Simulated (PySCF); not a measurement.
Compound: C5H8FO (doublet state).
Z-matrix (Å and degrees, GFN2-xTB geometry), rows numbered from 1:
```
C 
C   1  1.4748
C   2  1.4618  1  124.00
F   3  1.3793  2  111.59  1     4.98
C   3  1.5536  2  117.79  1   136.65
O   5  1.4249  3   91.83  2   112.74
C   6  1.4240  5   92.85  3     5.51
H   1  1.0925  2  110.59  3  -131.09
H   1  1.0864  2  111.10  3    -9.60
H   1  1.0956  2  110.94  3   111.05
H   2  1.0763  1  119.65  3  -176.84
H   5  1.0915  3  115.76  2    -3.42
H   5  1.0932  3  112.79  2  -132.16
H   7  1.0915  3  115.78  2     3.32
H   7  1.0933  3  112.63  2   132.08
```

The hyperfine couplings belong to this conformer and change with its torsions.

As a line formula: `C[CH]C1(F)COC1` [radical].

Computed with UKS B3LYP, pcH-1 on C F H O, non-relativistic, mean-field spin-orbit, GIAO (PySCF). Geometry: GFN2-xTB, one conformer, isolated molecule. Couplings are sensitive to structure, and on GFN2-xTB geometries they can be far from those on DFT ones. No stability test was run, so a lower SCF solution isn't excluded.

(1) Break the g tensor into its mass correction, gauge correction and orbital-Zeeman/spin–orbit terms.

(2) At 9.42 GHz, how far is the centre of the isotropic spectrum from where a free electron (g = 2.002319) resonates?

(3) How much does each term add to the isotropic shift?

(4) What are the electron Larmor frequencies g μB B/h along the three axes at 340 mT?

(5) In a frozen sample, at which fields do the three g values resonate at 9.5, 34, 94 and 263 GHz (hyperfine left aside), and which band first spreads them over more than twice a line width of 1.0 mT?

Results:

(1) 
```json
{"Δg (ppm)": "relativistic mass correction", "1": "-148", "2": "-148", "3": "-148"}
{"Δg (ppm)": "gauge correction", "1": "6", "2": "36", "3": "35"}
{"Δg (ppm)": "orbital Zeeman/spin–orbit", "1": "-57", "2": "376", "3": "586"}
{"Δg (ppm)": "total", "1": "-198", "2": "264", "3": "474"}
```

So g = 2.00212, 2.00258, 2.00279 and g_iso = 2.00250; the tensor is rhombic: the two nearest values differ by 31 % of g3 − g1. Axes: g2 points within 14° of the C1–C2 bond.

(2) B = hν/(g μB) with μB/h = 13.99624 MHz/mT gives 336.13 mT for the free electron and 336.10 mT at g_iso, 0.03 mT lower.

(3) The orbital-Zeeman/spin–orbit term 302, the mass correction -148 and the gauge correction 26 ppm, for a total of 180 ppm. The orbital-Zeeman/spin–orbit term is the largest in size. The mass correction is the same along every axis, so the anisotropy comes from the other two: their spans along these axes are 30 (gauge) and 642 ppm (orbital Zeeman/spin–orbit).

(4) 9.5275, 9.5297, 9.5307 GHz for g1, g2 and g3, a range of 3.2 MHz.

(5) 
| band | GHz | B(g3) mT | B(g2) mT | B(g1) mT | spread mT |
| --- | --- | --- | --- | --- | --- |
| X | 9.5 | 338.90 | 338.94 | 339.02 | 0.11 |
| Q | 34.0 | 1212.92 | 1213.04 | 1213.32 | 0.41 |
| W | 94.0 | 3353.36 | 3353.71 | 3354.49 | 1.12 |
| J | 263.0 | 9382.28 | 9383.26 | 9385.42 | 3.15 |

The spread grows in proportion to the frequency. J band is the first where it exceeds 2.0 mT.

The largest Mulliken spin populations are on C2 (+1.00), C1 (-0.09) and C3 (-0.08). C2 is the only atom above +0.15. The positive populations add up to 1.21 and the negative ones to -0.21, together 2S = 1. The angles at C2 add up to 359.9°, so it is planar; its axial dipolar tensor and the negative coupling of its proton fit spin in a p orbital normal to that plane.

The HOMO–LUMO gaps are 6.49 eV among the α and 5.35 eV among the β orbitals.

Hardware: one thread, AMD EPYC (x86_64), on a shared host. Cost: 1.8 min of wall time (grids of density and orbitals included), 0.96 GiB resident at most.
